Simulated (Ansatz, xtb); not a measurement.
# Isomers of CH5GeS in order of energy

8 gas-phase structures of CH5GeS, found in a search over its isomers (lower ones may exist). Each was relaxed with GFN2-xTB; where two conformers were screened, the lower at r2SCAN-D4/def2-SVP is listed:

A. `[CH3][Ge][SH2]`, a doublet
B. `[S][CH2][GeH3]`, a doublet
C. `S[CH2][GeH2]`, a doublet
D. `[CH3][GeH2][S]`, a doublet
E. `C[S][GeH2]`, a doublet
F. `[CH2][S][GeH3]`, a doublet
G. `[CH2][GeH2][SH]`, a doublet
H. `[CH3][GeH][SH]`, a doublet

Task: Make a reasoned guess at their ranking by r2SCAN-D4/def2-SVP single-point energy.

Result: Calculated order at r2SCAN-D4/def2-SVP: H (0.0), D (5.5), E (11.2), G (19.6), F (24.7), A (26.6), B (27.3), C (29.6) kcal/mol. Less than 1 kcal/mol parts A and B, so the order within that pair means little.

Energies above the lowest of each column, in kcal/mol; the last columns are at PBE0-D3(BJ)/def2-SVP geometries and were run for some of them only (a dash: not run or not comparable):

```csv
structure,GFN2-xTB,HF/STO-3G,r2SCAN-D4/def2-SVP,PBE0-D3(BJ)/def2-SVP,CCSD(T)/def2-SVP + ΔMP2/def2-TZVPP
H,0.0,29.0,0.0,0.0,0.0
D,5.3,0.0,5.5,6.4,5.9
E,4.8,38.6,11.2,10.1,11.2
G,36.5,25.7,19.6,22.8,–
F,32.5,28.6,24.7,–,–
A,29.4,79.2,26.6,–,–
B,29.9,19.0,27.3,–,–
C,30.5,62.8,29.6,–,–
```

CCSD(T)/def2-SVP + ΔMP2/def2-TZVPP puts H lowest of those it was run on; HF/STO-3G picks D. Flexible structures stand in one conformer each, not always the lowest. Frequencies (PBE0-D3(BJ)/def2-SVP) were run for D, E, H alone. Open shells are spin-unrestricted. ΔMP2 is the change of the MP2 energy from the smaller to the larger basis.

Over these structures GFN2-xTB departs from r2SCAN-D4/def2-SVP by 4.7 kcal/mol on average once a common shift is removed. A GFN2-xTB relaxation took about 0.068 s and the r2SCAN-D4/def2-SVP energy about 2.6 s on a shared host (Ansatz 0.2.0, xtb 6.7.1).
